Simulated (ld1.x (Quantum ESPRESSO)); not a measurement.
# Configuration tests for Pt (TM semilocal)

* Element: platinum (Pt)
* Generator: ld1.x (Quantum ESPRESSO) 7.5
* Type: norm-conserving Troullier–Martins (semilocal form)
* Functional: PBEsol
* Relativity: scalar-relativistic
* Frozen core: [Kr] 4d10 4f14 5s2
* Valence charge: 16
* Reference configuration: 5p6 5d8 6s0 6p0 (charge +2)
* Partial waves: 6s (bound, empty): rc 2.35 bohr; 5p (bound): rc 1.50 bohr; 5f channel at 0.4 Ry: rc 2.25 bohr; 5d (bound): rc 1.25 bohr
* Local potential: the d channel
* Core correction: none

Energies are relative to the spin-unpolarised reference configuration 5p6 5d8 6s0 6p0; without spin polarisation the order of configurations can differ from experiment. Not all tests gave a result: 1 of 7 tests not solved or not reliable. Left out of the table: 5p6 5d9.5 6s0.5 6p0 (pseudo-atom not self-consistent, printed error +16 meV).

```tsv
valence configuration	charge	ΔE all-electron (eV)	error AE − PS (meV)
5p6 5d9 6s1 6p0	0	-29.222	+18
5p6 5d9 6s0 6p0	+1	-19.996	+2.6
5p6 5d7 6s0 6p0	+3	32.248	-6.5
5p6 5d9 6s0 6p1	0	-24.087	+83
5p6 5d8 6s1 6p0	+1	-18.021	-2.1
5p6 5d8 6s2 6p0	0	-28.234	-16
```

ld1.x printed “convergence not achieved” for 3 of the counted tests; their residual had stalled under 1e-8, short of the target of 1e-14.
